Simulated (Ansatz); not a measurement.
Ansatz results at the PBE0-D4/def2-TZVP geometry: size of the dipole moment (B3LYP/def2-TZVPP) 1.29 D; size of the dipole moment (ωB97M-V/def2-TZVPP) 1.35 D; size of the dipole moment (PBE/def2-TZVPP) 1.17 D.

Each molecule was computed in one conformer, which needn't be the lowest.

(1) Which molecule gave them?
A. `[SH][Ga][SH]`•
B. `[O][Si](O)(Cl)Cl`•
C. `[CH2][Al]([CH3])[Br]`•
D. `N[SiH2]`•

Results:

(1) A. The others give `[O][Si](O)(Cl)Cl`•: 1.73, 1.68, 1.90; `[CH2][Al]([CH3])[Br]`•: 2.16, 2.21, 2.09; `N[SiH2]`•: 1.61, 1.59, 1.68.

B3LYP here is the variant with VWN-RPA as its local correlation; programs differ in this.
